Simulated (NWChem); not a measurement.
Species: CH₄GeO; SMILES [CH]([GeH3])=O

Program: NWChem. The geometry was optimised at PBE-D3(BJ)/def2-SVP. Ions are spin-unrestricted doublets at the neutral geometry; other ion states weren't tried.

### Question
Predict the results for BHandHLYP/def2-TZVP. Quantities: vertical ionisation energy, ΔSCF (eV); −ε(HOMO) (eV).

### Answer
| Property | Result |
|---|---|
| vertical ionisation energy, ΔSCF (eV) | 9.43 |
| −ε(HOMO) (eV) | 8.50 |
